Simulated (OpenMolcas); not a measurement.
P: from CASSCF to CASPT2

| Property | Result |
| --- | --- |
| Program | OpenMolcas 26.06 |
| Basis | ANO-RCC-VTZP [5s4p2d1f] |
| Scalar Hamiltonian | DKH2, point nucleus |
| Active space | 3 electrons in 3 orbitals (3p) |
| State averaging | 2S+1 = 4 odd, 1 root; 2S+1 = 2 odd, 8 roots |
| Spin-orbit coupling | RASSI with atomic mean-field integrals over the reference wave functions, term energies averaged over their components |

Methods on the same reference wave functions:
A. CASSCF
B. SS-CASPT2, IPEA 0.25 Eh, imaginary shift 0.1 Eh (closed shells correlated: 2s 2p 3s)

Energies in cm⁻¹ above 3s² 3p³ ⁴S°_3/2, the measured ground level; measured values from NIST Handbook of Basic Atomic Spectroscopic Data.

```
          Level      A      B  Measured
3s² 3p³ ⁴S°_3/2    0.0    0.0       0.0
3s² 3p³ ²D°_3/2  15378  12030     11361
3s² 3p³ ²D°_5/2  15384  12030     11377
3s² 3p³ ²P°_1/2  25426  20280     18723
3s² 3p³ ²P°_3/2  25435  20290     18748
```

Deviations, from unrounded energies. A percentage is the sum of absolute deviations over the sum of measured energies, with the sign that they share, or ± where signs differ.

| Against measurement | Levels | A | B |
| --- | --- | --- | --- |
| mean absolute deviation (cm-1) | 4 | 5400 | 1100 |
| other terms of the ground configuration (%) | 4 | +35.6 | +7.3 |

B lies closest to measurement on these levels. The largest miss of B in the table is 3s² 3p³ ²P°_1/2, by +1600 cm-1. The ranking rests on the paired levels alone, and a cruder setting can come out closer through cancelling errors.

From A to B the spin-free energies of the other terms of 3s² 3p³ shown, above ⁴S°, scale by factors of 0.78 to 0.80.

The lowest spin-free term lies below A's lowest term by 0.100 hartree in B.

Term energies are means over components that CASPT2 splits; among the terms shown or strongly mixed into the levels shown the widest spread is 170 cm-1 (3s² 3p³ ²P°, B). With the s shell closed, the reference lacks s² → p² mixing. Without dynamic correlation excited terms often stand tens of per cent too high (terms of higher spin than the ground term too low), and those without a measured partner can miss by more than the paired ones (holds for A). Computed and measured levels are paired by configuration, term and J; levels that our copy of the source lacks, or whose pairing is in doubt (as where it misses far off the trend of its configuration), stay unpaired and out of the deviations. Levels of configurations outside the active space are missing.

° marks odd parity.
